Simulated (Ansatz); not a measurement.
Coupled-cluster diagnostics for Al3P4⁻ (the lowest singlet isomer of a short search), Ansatz.

Geometry of the singlet (r2SCAN-D4/def2-SVPD):

```xyz
7

Al    0.019   -1.153   -1.163
Al   -0.975    0.305    1.279
Al    0.960    1.138   -0.289
P    -0.284    2.450    1.122
P     1.157    0.336   -2.427
P     0.723   -1.295    1.067
P    -1.601   -1.781    0.411
```

Correlated methods freeze 35 core orbitals. At PBE0-D4/def2-TZVPD a singlet of charge -1 lies 0.50 eV below the triplet, each at its own geometry. At PBE0-D4/def2-TZVPD a singlet of charge -1 lies 1.77 eV below the quintet, each at its own geometry. The structure comes from a short search, and lower isomers may exist.

Geometry of the charge -1 triplet (r2SCAN-D4/def2-SVPD):

```xyz
7

Al    1.6311    0.0963   -0.7881
Al   -1.7096    0.7297   -0.3861
Al    0.1041   -0.6336    1.2058
P    -1.8624    0.2960    1.9082
P     2.3478   -0.2868    1.3425
P    -0.4557   -1.1957   -1.1980
P    -0.0554    0.9941   -2.0843
```

Geometry of the charge -1 quintet (r2SCAN-D4/def2-SVPD):

```xyz
7

Al   -1.653    0.656    0.239
Al    0.745   -1.597   -0.330
Al    1.081    1.212   -0.241
P     2.437   -0.519    0.746
P    -0.396    2.141    1.421
P    -0.649   -0.246   -1.760
P    -1.566   -1.648   -0.075
```

Q: Estimate the CCSD(T) correlation energy, the shares of MP2 and (T), T1 and the reference's ⟨S²⟩ for: charge -1, singlet, own geometry in def2-SVPD; charge -1, triplet, own geometry in def2-SVPD; charge -1, quintet, own geometry in def2-SVPD; charge 0, doublet, vertical in def2-SVPD; and the rough time on 4 threads of Arm Neoverse N1 on a shared host.

A: 
```json
{"state": "charge -1, singlet, own geometry", "basis": "def2-SVPD", "correlation (eV)": "-21.111", "MP2 share (%)": "88.9", "(T) share (%)": "7.0", "T1": "0.031", "⟨S²⟩ (pure)": "0.00 (0.00)", "wall time": "38 s", "remarks": "large T1"}
{"state": "charge -1, triplet, own geometry", "basis": "def2-SVPD", "correlation (eV)": "-20.567", "MP2 share (%)": "87.1", "(T) share (%)": "7.1", "T1": "0.047", "⟨S²⟩ (pure)": "2.07 (2.00)", "wall time": "2.6 min", "remarks": "large T1"}
{"state": "charge -1, quintet, own geometry", "basis": "def2-SVPD", "correlation (eV)": "-19.906", "MP2 share (%)": "86.0", "(T) share (%)": "6.9", "T1": "0.058", "⟨S²⟩ (pure)": "6.09 (6.00)", "wall time": "2.7 min", "remarks": "large T1"}
{"state": "charge 0, doublet, vertical", "basis": "def2-SVPD", "correlation (eV)": "-20.201", "MP2 share (%)": "86.1", "(T) share (%)": "7.0", "T1": "0.050", "⟨S²⟩ (pure)": "1.30 (0.75)", "wall time": "2.3 min", "remarks": "large T1, spin-contaminated"}
```
Customary marks for T1 are 0.02 (closed shells), 0.045 (open shells) and about 0.05 (3d metals). T1 exceeds 0.02 in 4 of 4 rows and 0.045 in 3; the higher it lies, the less the single-reference result can be trusted.
